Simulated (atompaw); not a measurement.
## Before and after: PAW (atompaw) potential for Sc (Z = 21)

- Element: Sc
- Generator: atompaw 4.2.0.5
- Type: PAW
- Functional: PBEsol
- Relativity: scalar-relativistic
- Frozen core: [Ne]
- Valence charge: 11
- Reference configuration: 3s2 3p6 3d2 4s1 4p0
- Partial waves: 3s (bound): rc 1.50 bohr; 4s (bound): rc 2.15 bohr; 3p (bound): rc 1.75 bohr; 4p (bound, empty): rc 1.90 bohr; 3d (bound): rc 2.60 bohr; 3d channel at 0.45 Ry: rc 2.60 bohr
- Local potential: bessel scheme, radius 2.15 bohr
- Core correction: smooth core density matched at 2.45 bohr
- Augmentation charge: gaussian compensation charge, radius 2.50 bohr; PAW radius 2.60 bohr; waves and projectors: custom polynom vanderbiltortho

Change: core [Ar], valence charge 3; reference 3d1 4s2 4p0; waves now 4s (bound): rc 3.00 bohr; 4s channel at 0.25 Ry: rc 3.00 bohr; 4p (bound): rc 3.00 bohr; 4p channel at 0.35 Ry: rc 3.00 bohr; 3d (bound): rc 3.00 bohr; 3d channel at 0.75 Ry: rc 3.00 bohr; local potential bessel scheme, radius 2.85 bohr; core correction smooth core density matched at 2.50 bohr; augmentation gaussian compensation charge, radius 2.30 bohr; PAW radius 3.00 bohr; waves and projectors: custom polynom vanderbiltortho.

Cutoffs: the cutoffs (Ry, on a coarse ladder) from which the occupation-weighted sum of valence levels, in a spherical-Bessel basis at the reference potential, stays within 10 and 1 mRy of its value at 400 Ry; they do not see the model core or the augmentation charge, which bear on the density cutoff.

**Question.** What does the change do?

**Answer.** The potential gets softer (25 Ry and 45 Ry → 8 Ry and 10 Ry); a bound ghost appears in p, which as a rule spoils a file. The shells moved into the core no longer need plane waves of their own. Several settings change at once here, so the effects cannot be laid on one of them.

```csv
quantity,base,changed
"cutoff, loose",25 Ry,8 Ry
"cutoff, tight",45 Ry,10 Ry
bound ghosts,none,p
lowest overlap eigenvalue by channel,"s 0.63, p 0.67, d 0.95","s 0.18, p 0.63, d 0.95"
```

 A true bound ghost makes a file unfit for plane-wave use even where its test errors are small: the radial tests pick states by their node count and pass the ghost by. The cutoffs see the waves, projectors and local potential, not the compensation charge or the core.
